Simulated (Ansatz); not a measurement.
C3H8AlF2N (`CC(C)[NH][Al]([F])[F]`) at its PBE0-D4/def2-TZVP geometry, where that method's forces vanish. Total charge 0; spin multiplicity 1.

```csv
atom,x (Å),y (Å),z (Å)
C1,1.690,0.207,0.604
C2,0.207,-0.124,0.673
C3,-0.637,1.134,0.615
N4,-0.168,-1.046,-0.389
Al5,-1.348,-0.972,-1.681
F6,-1.428,-2.242,-2.720
F7,-2.391,0.271,-1.927
H8,1.988,0.847,1.438
H9,2.298,-0.701,0.645
H10,1.919,0.726,-0.331
H11,0.015,-0.608,1.643
H12,-0.372,1.808,1.431
H13,-1.703,0.909,0.696
H14,-0.476,1.668,-0.327
H15,0.405,-1.878,-0.371
```

Q: For each bond, give half the difference of the two atoms' forces along it (eV/Å; positive pushes the atoms apart) under PBE-D4, r2SCAN-D4, B3LYP-D4, ωB97M-V in def2-TZVPP. (Estimate.)

A: Computed: 
| bond | length (Å) | PBE-D4 | r2SCAN-D4 | B3LYP-D4 | ωB97M-V |
| --- | --- | --- | --- | --- | --- |
| C1–C2 | 1.521 | 0.02 | 0.07 | 0.13 | 0.10 |
| C1–H8 | 1.093 | 0.10 | -0.04 | -0.07 | -0.08 |
| C1–H9 | 1.093 | 0.09 | -0.04 | -0.07 | -0.07 |
| C1–H10 | 1.094 | 0.11 | -0.03 | -0.06 | -0.06 |
| C2–C3 | 1.516 | 0.00 | 0.07 | 0.14 | 0.12 |
| C2–N4 | 1.455 | 0.04 | 0.17 | 0.21 | 0.19 |
| C2–H11 | 1.100 | 0.11 | -0.07 | -0.15 | -0.18 |
| C3–H12 | 1.091 | 0.09 | -0.03 | -0.08 | -0.07 |
| C3–H13 | 1.092 | 0.09 | -0.03 | -0.08 | -0.07 |
| C3–H14 | 1.094 | 0.11 | -0.02 | -0.07 | -0.06 |
| N4–Al5 | 1.751 | -0.10 | -0.07 | -0.10 | -0.10 |
| N4–H15 | 1.011 | 0.20 | 0.01 | -0.07 | -0.07 |
| Al5–F6 | 1.643 | 0.31 | 0.02 | 0.08 | 0.08 |
| Al5–F7 | 1.641 | 0.31 | 0.03 | 0.10 | 0.10 |

B3LYP here is the variant with VWN-RPA as its local correlation; programs differ in this.
